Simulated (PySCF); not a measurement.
Core-level binding energies of GeCl3(nBu)

Species: GeCl3(nBu), C4H9Cl3Ge.
Z-matrix (Å and degrees, PBE0-D3(BJ)/def2-SVP geometry), rows numbered from 1:
```
Ge
Cl  1  2.1448
Cl  1  2.1466  2  108.13
Cl  1  2.1464  2  107.95  3  -115.40
C   1  1.9311  2  112.36  3   122.57
C   5  1.5252  1  111.78  2   177.70
C   6  1.5271  5  113.75  1   178.78
C   7  1.5209  6  114.38  5    63.29
H   5  1.1027  1  106.56  2   -59.69
H   5  1.1016  1  106.01  2    54.62
H   6  1.1040  5  109.21  1   -58.70
H   6  1.1028  5  109.02  1    56.73
H   7  1.1027  6  107.97  5  -174.76
H   7  1.1044  6  109.12  5   -60.20
H   8  1.1001  7  111.19  6   176.34
H   8  1.1013  7  112.14  6   -63.85
H   8  1.1022  7  111.16  6    56.52
```

Level of theory: delta-SCF UKS SCAN, pcX-2 on the ionised atom, pcseg-1 elsewhere, spin-free X2C in PySCF 2.14.0. Binding energies are ΔSCF values: E(core-ionised, relaxed orbitals) − E(ground state) at a fixed geometry, referred to the vacuum level.

Question: What binding energy does each computed site have?

Answer: 
```json
{"atom(s)": "Cl2/Cl3/Cl4", "bonded to": "Ge", "level": "Cl 2p3/2", "binding energy (eV)": "205.87", "2p1/2 (eV)": "207.52", "above the level's lowest (eV)": "0.00", "count": "3"}
{"atom(s)": "Cl2/Cl3/Cl4", "bonded to": "Ge", "level": "Cl 1s", "binding energy (eV)": "2828.46", "2p1/2 (eV)": "–", "above the level's lowest (eV)": "0.00", "count": "3"}
{"atom(s)": "C5", "bonded to": "C, 2 H and Ge", "level": "C 1s", "binding energy (eV)": "291.12", "2p1/2 (eV)": "–", "above the level's lowest (eV)": "+0.24", "count": "1"}
{"atom(s)": "C6", "bonded to": "2 C and 2 H", "level": "C 1s", "binding energy (eV)": "291.09", "2p1/2 (eV)": "–", "above the level's lowest (eV)": "+0.21", "count": "1"}
{"atom(s)": "C7", "bonded to": "2 C and 2 H", "level": "C 1s", "binding energy (eV)": "290.93", "2p1/2 (eV)": "–", "above the level's lowest (eV)": "+0.05", "count": "1"}
{"atom(s)": "C8", "bonded to": "C and 3 H", "level": "C 1s", "binding energy (eV)": "290.88", "2p1/2 (eV)": "–", "above the level's lowest (eV)": "0.00", "count": "1"}
```

The 4 C 1s values lie within 0.24 eV of each other; Gaussian lines of 0.5 eV full width would blend them into one maximum.

Question: Which photon wavelength matches the C 1s of C7 threshold?

Answer: λ = hc/E = 12398.42 eV Å / 290.93 eV = 42.617 Å.

Question: Which photon energy gives electrons from C 1s of C7 a kinetic energy of 100 eV, and what is their de Broglie wavelength?

Answer: hν = 290.93 + 100 = 390.93 eV, recoil neglected; λ = 12.264 Å/√(E/eV) = 1.23 Å.

One atom of each set of topologically equivalent atoms was ionised and stands for the set; in this conformer not all members are related by symmetry, and their own values weren't computed. The 2p values aren't plain energy differences: one relaxed spin-free 2p hole is combined with a matrix within the shell (ground-state 2p orbital-energy differences and spin–orbit coupling). 2p3/2, the mean of its two sublevels, lies a third of the splitting below the shell's mean and 2p1/2 two thirds above it; the statistical areas are 2:1. 2p1/2 minus 2p3/2 (ligand field included): Cl 1.65 eV. No level of germanium is listed. One conformer (not necessarily the lowest) at the PBE0-D3(BJ)/def2-SVP geometry, without solvent, vibrations or thermal averaging.
